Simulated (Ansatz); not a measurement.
`COB(O)O` and `OBO` differ in one atom or group.

Ansatz, PBE0-D4/def2-TZVP geometries, multiplicity 1. Each molecule was computed in one conformer, which needn't be the lowest.

| property | `COB(O)O` |
| --- | --- |
| LUMO energy (ωB97M-V/def2-TZVPP) / eV | 2.08 |
| HOMO energy (PBE0/def2-TZVPP) / eV | -8.43 |
| LUMO energy (PBE0/def2-TZVPP) / eV | 0.75 |
| HOMO–LUMO gap (ωB97M-V/def2-TZVPP) / eV | 12.93 |
| LUMO energy (B3LYP/def2-TZVPP) / eV | 0.36 |
| HOMO energy (ωB97M-V/def2-TZVPP) / eV | -10.85 |

Task: What does the change do to each property? (Estimate.)

Result: Ansatz gave: 
```csv
property,`OBO`,shift
LUMO energy (ωB97M-V/def2-TZVPP) / eV,2.23,0.15
HOMO energy (PBE0/def2-TZVPP) / eV,-9.41,-0.98
LUMO energy (PBE0/def2-TZVPP) / eV,0.92,0.17
HOMO–LUMO gap (ωB97M-V/def2-TZVPP) / eV,14.11,1.18
LUMO energy (B3LYP/def2-TZVPP) / eV,0.51,0.15
HOMO energy (ωB97M-V/def2-TZVPP) / eV,-11.88,-1.03
```

With PBE0 the HOMO falls by 0.98 eV and the LUMO rises by 0.17 eV, so the gap widens by about 1.15 eV. PBE moves the HOMO by -0.92 eV and ωB97M-V by -1.03 eV.

B3LYP here is the variant with VWN-RPA as its local correlation; programs differ in this.
